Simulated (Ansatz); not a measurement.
The same path of C₂H₈AlNS (13 atoms, charge 0, multiplicity 1) was run twice with different band settings. Lost on the way: S5–H6. Made: N2–H6.

Level of theory: Ansatz 0.2.0, RKS PBE0-D4/def2-SVP.

Relaxed end points:

```xyz
13
Properties=species:S:1:pos:R:3
Al -1.145 1.170 0.416
N -0.070 -0.214 0.082
C 1.194 -0.172 -0.607
C -0.426 -1.547 0.509
S -0.653 3.204 -0.241
H 0.509 2.872 -0.848
H -2.493 0.935 1.204
H 1.190 -0.799 -1.520
H 1.448 0.854 -0.916
H 2.024 -0.536 0.031
H 0.328 -1.974 1.201
H -1.394 -1.548 1.035
H -0.512 -2.246 -0.346
```

```xyz
13
Properties=species:S:1:pos:R:3
Al -0.801 1.578 0.837
N -0.091 0.038 -0.312
C 1.375 0.003 -0.362
C -0.692 -1.263 -0.004
S -1.643 2.961 -0.397
H -0.450 0.382 -1.210
H -0.406 1.090 2.298
H 1.738 -0.758 -1.072
H 1.754 0.988 -0.670
H 1.769 -0.231 0.638
H -0.403 -1.565 1.014
H -1.788 -1.183 -0.047
H -0.363 -2.040 -0.712
```

Common settings: movable images 9; climbing image yes; spring 5.0 eV/Å²; optimiser quadratic models (default); start path through a guess of the saddle point; end points relaxed.

| run | force threshold | iteration limit |
| --- | --- | --- |
| 1 | 0.05 eV/Å | 59 |
| 2 | 0.5 eV/Å | 60 |

What does each run give, and how far can it be trusted?

Run 1: converged after 16 iterations, highest image 1.085 eV above the first end. A vibrational analysis at the climbing image gives one clearly imaginary mode, 1184i cm⁻¹: a first-order saddle point.
Run 2: converged after 9 iterations, highest image 1.224 eV above the first end. The threshold of 0.5 eV/Å is loose, so the images may lie well off the minimum-energy path. The order of the stationary point at the top wasn't checked.
The orbitals stay closed-shell, which can raise the energy where a bond breaks towards radicals; this wasn't checked here.
